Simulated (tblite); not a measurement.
Species: C8H5FO2.
Bonds: O1–C2 (double), C2–C3, C3–C4 (aromatic), C4–C5 (aromatic), C5–C6 (aromatic), C6–C7 (aromatic), C7–C8, C8–O9 (double), C8–F10, C7–C11 (aromatic), C3–C11 (aromatic). Hydrogens: H12 on C2; H13 on C4; H14 on C5; H15 on C6; H16 on C11.

The geometry is computed with GFN2-xTB (gas phase).

Question: What internal coordinates does the optimisation give?

Answer: 
| bond | length (Å) |
| --- | --- |
| O1=C2 | 1.201 |
| C2–C3 | 1.474 |
| C3–C4 | 1.395 |
| C4–C5 | 1.385 |
| C5–C6 | 1.382 |
| C6–C7 | 1.398 |
| C7–C8 | 1.468 |
| C8=O9 | 1.184 |
| C8–F10 | 1.363 |
| C7–C11 | 1.390 |
| C3–C11 | 1.393 |
| C2–H12 | 1.108 |
| C4–H13 | 1.081 |
| C5–H14 | 1.079 |
| C6–H15 | 1.080 |
| C11–H16 | 1.080 |

A selection of angles:
| angle | degrees |
| --- | --- |
| O1–C2–C3 | 124.9 |
| C2–C3–C4 | 120.7 |
| C2–C3–C11 | 119.5 |
| C4–C3–C11 | 119.8 |
| C3–C4–C5 | 120.3 |
| C4–C5–C6 | 120.0 |
| C5–C6–C7 | 120.1 |
| C6–C7–C8 | 117.9 |
| C6–C7–C11 | 120.0 |
| C8–C7–C11 | 122.1 |
| C7–C8–O9 | 128.7 |
| C7–C8–F10 | 112.2 |
| O9–C8–F10 | 119.1 |
| C3–C11–C7 | 119.7 |

Torsions: O1–C2–C3–C4 180° (antiperiplanar); C6–C7–C8–O9 0° (synperiplanar).

The 6-membered ring C3–C4–C5–C6–C7–C11 has internal angles of 119.7° to 120.3°; it is planar, 0.00 Å rms from its mean plane, widest ring torsion 0°. The 11 heavy atoms lie in one plane (0.001 Å rms). The C–C distances run from 1.382 Å (C5–C6, aromatic) to 1.474 Å (C2–C3, drawn single), a spread of 0.092 Å. Of the pairs four or more bonds apart, F10···H16 is among the closest relative to their van der Waals radii: 2.41 Å, 90 % of the sum of Bondi's values.

Point group: Cs (every atom within 0.08 Å of its image). Its GFN2-xTB frequencies are all real (lowest 45 cm⁻¹). The numbers are those of one conformer.

The run took 0.12 s wall on one thread, Arm Neoverse V2 (aarch64) (shared host). That covers the optimisation of the geometry.
